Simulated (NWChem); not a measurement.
# Correlation energy of CF (+1)

```xyz
2

C      0.0000     0.0000     0.6921
F      0.0000     0.0000    -0.4614
```
Charge +1, spin multiplicity 1.

The numbers come from NWChem runs, not from measurements. All single points use one geometry, from PBE0/def2-SVP, a minimum by its harmonic frequencies.

Basis set: 6-31G*. Each correlation energy counts from its own Hartree-Fock reference.

| method | correlation energy (mHa) | difference from CCSD(T) |
|---|---|---|
| CR-CCSD(T) | -277.9 | +1.5 |
| MP2 | -256.1 | +23.3 |
| CCSD | -270.4 | +9.0 |
| CR-CCSD[T] | -279.9 | -0.5 |
| CCSDT | -280.1 | -0.7 |
| CCSD+T(CCSD) | -281.8 | -2.4 |
| SCS-MP2 | -249.8 | +29.6 |
| CCSD(T) | -279.4 | 0.0 |

The values span 32.0 mHa, from CCSD+T(CCSD) (lowest) to SCS-MP2 (highest). 

The correlated methods keep 2 core orbitals frozen. The Pople sets run with spherical d functions. The structure started from a generated list of species. Coupled-cluster values serve here as a point of comparison, not as the truth.
